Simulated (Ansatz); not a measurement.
The cluster Zn2O. Charge 0, multiplicity 1. Geometry relaxed at PBE-D4/def2-TZVP.

```
atom   x (Å)   y (Å)   z (Å)
 Zn1   1.365  -0.185   1.174
 Zn2  -1.365   0.184  -1.174
  O3   0.000   0.000   0.000
```

The order of the spin states hangs on the level: the triplet lies 0.15 eV below the singlet at PBE0-D4/def2-TZVP, but 0.29 eV above it at PBE-D4/def2-TZVP. The singlet is doubtful at PBE0-D4/def2-TZVP (restricted singlet, unstable towards broken spin symmetry). The structure comes from a short search, and lower isomers may exist.

Task: Estimate the harmonic wavenumbers at RKS PBE-D4/def2-TZVP (Ansatz, unscaled). Is this a minimum?

Result: 107, 107, 270, 698 cm⁻¹. Yes, no mode is imaginary beyond noise. Zero-point energy 7.1 kJ/mol. Hardware: 4 threads of Arm Neoverse V1 on a shared host. Wall time 5.5 s.
